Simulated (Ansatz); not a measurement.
Redistribution: CH8O2Si2 + Si2H4O2 → Si3H8O2 + CH4O2Si

Species: CH8O2Si2 `CO[SiH](O)[SiH3]`, singlet; Si2H4O2 `O[Si]O[SiH3]`, singlet; Si3H8O2 `O[SiH]([SiH3])O[SiH3]`, singlet; CH4O2Si `CO[Si]O`, singlet. The partners trade CH3 for SiH3; both sit on O, so the bond types are kept.

Shapes, held fixed at every level: PBE0-D4/def2-TZVP. Flexible molecules stand in one conformer, not always the lowest. Programs: Ansatz 0.2.0. The zero-point and thermal change to 298 K, harmonic and unscaled (PBE0-D4/def2-TZVP), is +0.3 kJ/mol.

```tsv
level	kind	ΔH(298 K) (kJ/mol)	less CCSD(T)/CBS estimate
SPW92/def2-TZVPP	LDA	-3.8	-1.3
r2SCAN-D4/def2-TZVPP	meta-GGA	-3.7	-1.2
PBE0-D4/def2-TZVPP	global hybrid	-3.1	-0.6
r2SCAN0-D4/def2-TZVPP	global hybrid	-3.5	-1.0
B2PLYP/def2-TZVPP	double hybrid	-0.5	+2.0
MP2/def2-TZVPP	perturbation theory	-1.3	+1.2
CCSD(T)/def2-TZVPP	coupled cluster or CI	-1.2	+1.3
CCSD(T)/CBS estimate	coupled cluster or CI	-2.5	0.0
```

The highest level, CCSD(T)/CBS estimate, gives ΔH(298 K) = -2.5 kJ/mol; the levels span -3.8 to -0.5. That is about zero within the method's error. The column of differences is taken from that level and isn't an error. No measured value is set beside it here. The CBS estimate extrapolates MP2 from def2-TZVPP and def2-QZVPP and adds CCSD(T) − MP2 in the triple-zeta set, cores frozen.
